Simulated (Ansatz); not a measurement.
Basis-set extrapolation for C₂H₈AlBO (PBE0-D4/def2-TZVP geometry, frozen core, Ansatz 0.2.0). Multiplicity 1, RHF reference.

```json
{"": "HF", "def2-TZVPP": "-421.907094", "def2-QZVPP": "-421.922927"}
{"": "MP2 correlation", "def2-TZVPP": "-0.787351", "def2-QZVPP": "-0.841151"}
{"": "CCSD(T) correlation", "def2-TZVPP": "-0.868042", "def2-QZVPP": "not run"}
```

Energies in hartree. Use E(X) = E(∞) + A·exp(−7.88·√X) for Hartree–Fock and E(X) = E(∞) + B·X^(−2.97) for correlation, with X = 3 and 4, and add CCSD(T) minus MP2 of the smaller set to the MP2 limit.

**Question.** What is the CCSD(T) energy at the basis-set limit?

**Answer.** HF limit: -421.922927 + (-0.015833) × 0.13774 = -421.92511. MP2 limit: -0.841151 + (-0.053800) × 0.74074 = -0.88100. Higher-order term: -0.868042 − (-0.787351) = -0.08069. Total: -422.88680 hartree, 70.1 kcal/mol below CCSD(T)/def2-TZVPP.
